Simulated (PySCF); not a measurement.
From computed data to an observable: oscillator strength and radiative lifetime

CdH₄SeSi, SMILES [SiH3][Cd][SeH].

The structure is a stationary point at B3LYP-D3(BJ)/def2-SVP. The def2 effective core potentials stand for the cores of Cd; spin–orbit coupling is left out. Other conformers were not sampled.

TDA-PBE/def2-SVPD (PySCF) puts the first singlet state with f over 0.02 at 3.96 eV (vertical), with the transition dipole (0.098, 0.265, 0.359) in atomic units.

Problem. Find the oscillator strength, the wavelength and the radiative lifetime that this transition would have in vacuum if emission retraced absorption.

Solution. 
|μ|² = 0.2087 au, so |μ| = 1.16 D. ΔE = 3.96/27.211 = 0.1455 hartree. f = (2/3) ΔE |μ|² = 0.020 (the program prints 0.020).
λ = 1239.84/3.96 = 313 nm; ν = 31940 cm⁻¹.
Einstein's coefficient A = 0.6670 ν² f s⁻¹ (ν in cm⁻¹) = 1.4e7 s⁻¹, so τ = 1/A = 73 ns. This state is S2; the lower singlet has f = 0.000. The figure is the radiative limit of this one transition; relaxation, internal conversion, crossing to triplets and a medium change what is measured.
